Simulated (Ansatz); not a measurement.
System: Al2H4, net charge 0, singlet state. SMILES: [AlH2][AlH2]
Coordinates optimised at B3LYP-D3(BJ)/def2-TZVP (Ansatz, an electronic-structure program):
```
Al
H 1 1.5905
H 1 1.5905 2 116.05
Al 1 2.5886 2 121.97 3 180.00
H 4 1.5905 1 121.97 2 -90.00
H 4 1.5905 5 116.05 1 180.00
```
Charge 0, spin multiplicity 1.

Quantity: vertical electron affinity to the doublet, in eV. Set-up: frozen cores in correlated levels; 6-311+G** with 5d, 6d on Na to Ar in Ansatz; six Cartesian d functions in 6-31G* and its kin unless marked 5d; open shells spin-unrestricted; non-relativistic; each state is the SCF solution reached for its charge and spin; no dispersion term unless named; spin-orbit terms left out. CBS(X,Y): correlation extrapolated as X^-3; Hartree-Fock from the larger set. [CCSD(T)-MP2]/basis is that difference in the basis named. Ab initio and DFT rows: single points at B3LYP-D3(BJ) geometries (Ansatz).

Coupled cluster (Ansatz) is a level with limits of its own, used here on species with T1 under 0.025 (0.045 for open shells) and stable references: RI-MP2/CBS(aug-cc-pV(T+d)Z,aug-cc-pV(Q+d)Z)+[CCSD(T)-MP2]/aug-cc-pV(T+d)Z.

Value to compare with, RI-MP2/CBS(aug-cc-pV(T+d)Z,aug-cc-pV(Q+d)Z)+[CCSD(T)-MP2]/aug-cc-pV(T+d)Z (Ansatz): 0.56 eV.

```
level             program  vertical electron affinity to the doublet (eV)  difference
----------------  -------  ----------------------------------------------  ----------
B3LYP/STO-3G       Ansatz                                           -6.53       -7.09
B3LYP/3-21G        Ansatz                                            0.43       -0.13
B3LYP/6-31G*       Ansatz                                            0.42       -0.14
B3LYP/6-311+G**    Ansatz                                            0.61        0.05
B3LYP/def2-TZVPD   Ansatz                                            0.56        0.00
```

Among the 4 habitual levels, B3LYP/STO-3G lies farthest from RI-MP2/CBS(aug-cc-pV(T+d)Z,aug-cc-pV(Q+d)Z)+[CCSD(T)-MP2]/aug-cc-pV(T+d)Z (Ansatz) (-7.09 eV) and B3LYP/6-311+G** nearest (0.05); 1 of 4 lie above it, and their mean absolute difference is 1.85 eV, the median 0.14. One case shows no general order.

The sets are all those run for this method; left out are runs that failed, that the program found above a lower state of the same kind, or whose <S^2> lies over 0.5 above the pure value.
